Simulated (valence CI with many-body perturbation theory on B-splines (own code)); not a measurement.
## Eu⁵⁶⁺: what the settings do

Computed by valence CI with perturbative core correlation (CI+MBPT): five valence electrons over a frozen Dirac-Fock core [He], a basis of 6 s, 6 p, 5 d, 3 f, 1 g functions for each j, with the one-electron correlation potential Σ1, the two-electron term Σ2, the three-electron term Σ3, Breit, model QED; selected CI, second order for the rest, scaled by the run's own slope (own B-spline code, finite nucleus).

No measured spectrum was set against this ion. As an estimate, large intervals hold to a few tenths of a per cent, small ones and those within an open d or f shell to about a per cent. Among the levels kept, up to 1700 cm⁻¹ of a level comes from second order outside the variational space, and about a tenth of that is noise between levels of different J, which matters for small intervals.

The reference run has the lowest level (2s^2 2p1/2^2 2p3/2) J=3/2 and an ionisation energy of 11739.0 eV. Its largest variational space holds 10000 state functions.

Levels are named by their leading jj configuration (3d3/2^4 stands for four electrons in 3d with j = 3/2), which in mixed levels can hold well under half, so a name can repeat and another be missing. Letters in brackets count levels of one name in rising energy.

Changed runs:
A. shift of the energy in Σ1 (hartree) 0 → 41.344
B. Breit term on → off
C. size limit of the variational space 10000 → 6000
D. factor on the speed of light 1 → 0.9 (bad on purpose)

Excitation energies of the reference run in cm⁻¹, and shifts in cm⁻¹:

```
                       Level  Reference        A        B       C         D
  (2s^2 2p1/2 2p3/2^2) J=3/2    5303340      +15   +76479    -8.7  +1536786
  (2s^2 2p1/2 2p3/2^2) J=5/2    5480960      +15  +125361    -4.2  +1524744
  (2s^2 2p1/2 2p3/2^2) J=1/2    5804770      +15   +64080    -1.9  +1544148
  (2s 2p1/2^2 2p3/2^2) J=5/2    7491470      -10   +29099    -5.4  +1648494
  (2s 2p1/2^2 2p3/2^2) J=1/2    8177100      -10   -19663    +3.2  +1670096
  (2s 2p1/2^2 2p3/2^2) J=3/2    8189010      -10   +12855     -12  +1669103
        (2s^2 2p3/2^3) J=3/2   11120300      +30  +157850    -2.0  +3085683
(2s 2p1/2 2p3/2^3) J=3/2 [a]   12979100     +5.1   +79136    +0.5  +3188233
    (2s 2p1/2 2p3/2^3) J=5/2   13278700     +5.1  +127611    -6.6  +3177709
    (2s 2p1/2 2p3/2^3) J=1/2   13670600     +5.3   +77408    +4.6  +3207915
(2s 2p1/2 2p3/2^3) J=3/2 [b]   13751400     +5.2  +105741    -3.0  +3194299
     (2p1/2^2 2p3/2^3) J=3/2   16167100      -19   +12096    -7.1  +3314983
      Ionisation energy (eV)    11739.0  +0.0056     +8.7  +0.001     +20.5
```
